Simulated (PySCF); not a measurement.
# W+: ionisation energy

W+ [Xe] 4f14 5d4 6s1 [5d3/2^4 6s1/2^1, M_J = 1/2] → W(2+) [Xe] 4f14 5d4 [5d3/2^4, M_J = 0], as a difference of total energies. Calculation: PySCF 2.14, in x2c-QZVPPall-2c (16s16p12d6f2g, 184 functions); the two-component X2C-1e Hamiltonian. "Screened" scales the spin-orbit matrix elements by Boettger's factors to mimic the two-electron term; Breit and QED terms are absent.

```tsv
method	ionisation energy (eV)
GHF (spin-free)	15.010
GHF (screened spin-orbit)	14.944
```

The spin-free rows relax to the high-spin LS determinant and lack the spin-orbit shift.

The labels give the starting determinants; with spin-orbit coupling the two ends relaxed to ⟨J²⟩ = 4.08, ⟨L²⟩ = 5.97, ⟨S²⟩ = 8.65 and ⟨J²⟩ = 3.00, ⟨L²⟩ = 5.83, ⟨S²⟩ = 5.80.

The determinant of W+ and of W(2+) mixes levels of different J (the jj label is only the starting occupation), so the difference between spin-free and spin-orbit rows is not the physical spin-orbit shift.

For comparison: 16.37 ± 0.15 eV (semi-empirical (NIST evaluation); NIST Atomic Spectra Database, ionization energies).
